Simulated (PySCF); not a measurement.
C₃H₇BO₃.

```xyz
14

C     -2.6527     0.0081     0.2146
O     -1.5328     0.7168    -0.2402
B     -0.2765     0.2600    -0.1006
C      0.3139    -1.0635     0.5529
O      1.6609    -1.0091     0.1037
C      1.9683     0.3172    -0.1888
O      0.7849     0.9863    -0.5531
H     -3.1442     0.5664     1.0272
H     -2.3950    -0.9971     0.5884
H     -3.3749    -0.1032    -0.6089
H      0.2529    -1.0567     1.6622
H     -0.1349    -2.0102     0.2126
H      2.4086     0.8374     0.6885
H      2.6885     0.3412    -1.0225
```

The structure is a stationary point at PBE0-D3(BJ)/def2-SVP. The structure was generated by enumeration, and PubChem lists no compound with its InChIKey, so it may never have been made. Other conformers were not sampled.

The numbers are results of PySCF with PBE/pcSseg-1, not measurements. Non-relativistic, no solvent.

Question: Give the absolute GIAO shielding of each atom: isotropic value and principal components (ppm). (Estimate from the structure and the level; the computed values follow.)

Answer: 
| atom | σ(iso) | σ11 | σ22 | σ33 | span |
|---|---|---|---|---|---|
| C1 | 121.8 | 92.0 | 95.1 | 178.2 | 86.2 |
| O2 | 220.8 | 38.0 | 277.7 | 346.6 | 308.6 |
| B3 | 63.4 | 51.4 | 67.0 | 71.7 | 20.4 |
| C4 | 124.4 | 93.3 | 102.7 | 177.3 | 84.0 |
| O5 | 267.3 | 183.1 | 257.3 | 361.5 | 178.4 |
| C6 | 76.3 | 42.4 | 79.2 | 107.1 | 64.7 |
| O7 | 137.9 | -25.7 | 181.3 | 258.1 | 283.9 |
| H8 | 27.3 | 23.7 | 25.0 | 33.1 | 9.4 |
| H9 | 27.8 | 23.9 | 27.2 | 32.2 | 8.3 |
| H10 | 27.3 | 23.7 | 25.0 | 33.1 | 9.5 |
| H11 | 27.9 | 23.3 | 27.2 | 33.1 | 9.8 |
| H12 | 27.5 | 23.9 | 26.6 | 31.9 | 8.0 |
| H13 | 25.8 | 21.4 | 25.3 | 30.7 | 9.3 |
| H14 | 25.7 | 22.0 | 24.8 | 30.4 | 8.4 |
